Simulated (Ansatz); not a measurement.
Saddle point of SiH₂SOF₂, singlet (SiH₂SOF₂ ([OH][Si]([F])([F])[SH]) → SiSF₂ ([F][Si]([F])[S]) + H₂O (still joined by a long Si–O bond); bonds formed: O2–H4; bonds broken: S3–H4; bonds weakened to dative contacts: Si1–O2), PBE0-D4/def2-TZVP structure:

```xyz
7
angstrom
Si -0.5374 -0.4337 -0.0898
O 0.7023 0.6329 0.6068
S 0.7863 -1.2480 -1.3483
H 1.2947 0.0929 -0.2449
F -1.6690 0.5722 -0.5495
F -1.1756 -1.2046 1.1255
H 0.5986 1.5883 0.5002
```

Energies are electronic, without zero-point energy. Barriers and step energies count from the start structure reached by relaxing down the imaginary mode; all methods use the PBE0-D4 structures, on which another method's saddle can fall below an end. Ansatz 0.2.0; basis: def2-TZVPP, with def2-QZVPP for the basis limit; cores frozen in the correlated methods. B3LYP uses VWN-RPA correlation. Extrapolation: Hartree–Fock as exp(−7.88 √X), correlation as X^−2.97.

```
      method  barrier (eV)  step energy (eV)
       SPW92         1.262             1.251
      PBE-D4         1.444             1.295
     BLYP-D4         1.618             1.368
   r2SCAN-D4             ?             1.373
      B97M-V         1.683             1.359
     PBE0-D4         1.602             1.358
    B3LYP-D4             ?             1.415
  r2SCAN0-D4             ?             1.401
    BHLYP-D4         1.917             1.485
CAM-B3LYP-D4         1.777             1.460
     wB97X-V         1.763             1.449
     wB97M-V         1.700             1.379
      B2PLYP         1.732             1.416
    PBE-QIDH         1.699             1.401
  RPA on PBE         1.780             1.468
          HF         2.258             1.584
         MP2         1.680             1.387
        CCSD         1.877             1.474
     CCSD(T)         1.774             1.433
```

Fill in the withheld barriers. (An estimate is asked for; the value comes from the calculation.)

The calculation gives: r2SCAN-D4 1.581; B3LYP-D4 1.728; r2SCAN0-D4 1.680 eV. Each is the energy of the saddle less that of the start structure, by the same method.

For comparison, the barrier by CCSD(T) at an estimated basis limit (MP2 extrapolated from triple and quadruple zeta, plus CCSD(T) − MP2 in triple zeta) is 1.750 eV.

The T1 diagnostic stays at or below 0.013.

Labels in which every atom is bracketed show which atoms are joined, not bond orders.

For scale, one of the runs: CCSD(T)/def2-TZVPP, 205 basis functions, launched by `ansatz run in.yaml --threads 4 --pin off --events-out ev --progress --plain --max-ram 9574MiB`. Hardware: 4 CPU threads of an Arm Neoverse V2, shared host. Wall time 71 s; peak host memory 2.7 GiB.
